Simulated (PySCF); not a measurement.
Molfile (atoms numbered from 1):
```
C8H7N
     RDKit          3D

 16 17  0  0  0  0  0  0  0  0999 V2000
    2.1792   -0.3999    0.1718 C   0  0  0  0  0  0  0  0  0  0  0  0
    1.9358    1.0026    0.0948 C   0  0  0  0  0  0  0  0  0  0  0  0
    0.6585    1.4738    0.0475 C   0  0  0  0  0  0  0  0  0  0  0  0
   -0.3994    0.6025    0.0730 N   0  0  0  0  0  0  0  0  0  0  0  0
   -1.7406    0.8676    0.0349 C   0  0  0  0  0  0  0  0  0  0  0  0
   -2.4156   -0.3409    0.0854 C   0  0  0  0  0  0  0  0  0  0  0  0
   -1.4675   -1.3804    0.1561 C   0  0  0  0  0  0  0  0  0  0  0  0
   -0.2059   -0.7886    0.1485 C   0  0  0  0  0  0  0  0  0  0  0  0
    1.1235   -1.2729    0.1976 C   0  0  0  0  0  0  0  0  0  0  0  0
    3.2051   -0.7706    0.2098 H   0  0  0  0  0  0  0  0  0  0  0  0
    2.7630    1.7131    0.0733 H   0  0  0  0  0  0  0  0  0  0  0  0
    0.4053    2.5332   -0.0117 H   0  0  0  0  0  0  0  0  0  0  0  0
   -2.1061    1.8899   -0.0248 H   0  0  0  0  0  0  0  0  0  0  0  0
   -3.4986   -0.4520    0.0715 H   0  0  0  0  0  0  0  0  0  0  0  0
   -1.6610   -2.4493    0.2080 H   0  0  0  0  0  0  0  0  0  0  0  0
    1.2789   -2.3518    0.2562 H   0  0  0  0  0  0  0  0  0  0  0  0
  1  2  1  0
  2  3  2  0
  3  4  1  0
  4  5  1  0
  5  6  2  0
  6  7  1  0
  7  8  2  0
  8  9  1  0
  9  1  2  0
  8  4  1  0
  1 10  1  0
  2 11  1  0
  3 12  1  0
  5 13  1  0
  6 14  1  0
  7 15  1  0
  9 16  1  0
M  END
```

- spin–spin couplings from B3LYP/pcJ-1 (without the spin–dipole term)
- geometry from PBE0-D3(BJ)/def2-SVP
- shieldings: GIAO B97-2/pcSseg-1
- program: PySCF
- in vacuum, relativity neglected, single conformer

Problem. List the cross peaks expected in HSQC, COSY and HMBC spectra.

Solution. 

HSQC (one-bond C–H):
```
        δH          δC  $^{1}J$(C,H) (Hz)
7.80 (H12)  126.1 (C3)                186
7.36 (H16)  122.3 (C9)                170
7.24 (H13)  112.0 (C5)                196
6.91 (H14)  117.7 (C6)                178
6.63 (H10)  118.2 (C1)                172
6.60 (H15)  101.8 (C7)                182
6.48 (H11)  113.1 (C2)                172
```

COSY cross peaks (|J| ≥ 2 Hz):
```
        δH          δH  abs. J (Hz)  bonds
7.80 (H12)  6.48 (H11)          8.1      3
7.36 (H16)  6.63 (H10)         10.0      3
7.24 (H13)  6.91 (H14)          3.1      3
6.91 (H14)  6.60 (H15)          4.5      3
6.63 (H10)  6.48 (H11)          7.3      3
```

HMBC (two and three bonds, |J| ≥ 2.5 Hz):
```
        δH                                                       δC [abs. J in Hz]
7.80 (H12)  134.3 (C8) [5.0], 118.2 (C1) [7.6], 113.1 (C2) [3.3], 112.0 (C5) [2.9]
7.36 (H16)                                      134.3 (C8) [7.2], 113.1 (C2) [9.2]
7.24 (H13)                    134.3 (C8) [5.6], 117.7 (C6) [8.0], 101.8 (C7) [7.2]
6.91 (H14)                    134.3 (C8) [8.3], 112.0 (C5) [9.5], 101.8 (C7) [4.2]
6.63 (H10)                    134.3 (C8) [8.7], 126.1 (C3) [8.0], 113.1 (C2) [2.6]
6.60 (H15)                   134.3 (C8) [10.4], 117.7 (C6) [4.4], 112.0 (C5) [8.0]
6.48 (H11)                                      126.1 (C3) [4.9], 122.3 (C9) [7.9]
```

Referencing at the same level of theory: $^{1}$H (31.38 ppm) and $^{13}$C (183.69 ppm) vs TMS.

Short H···H contacts in this conformer between protons four or more bonds apart (candidates for NOE cross peaks, intensity ∝ r⁻⁶): H12···H13 2.59 Å.

Unscaled 3J(H,H) at this level run about 10 % above measured values. Shifts are as computed. Against solution values, carbons near 30 ppm lie about +1 ppm off and those near 130 ppm about +2 ppm. Of 1211 compounds with measured shifts, 218 miss one by over three times the rms of a fit or turn the order of signals round; such compounds aren't used in these exercises.
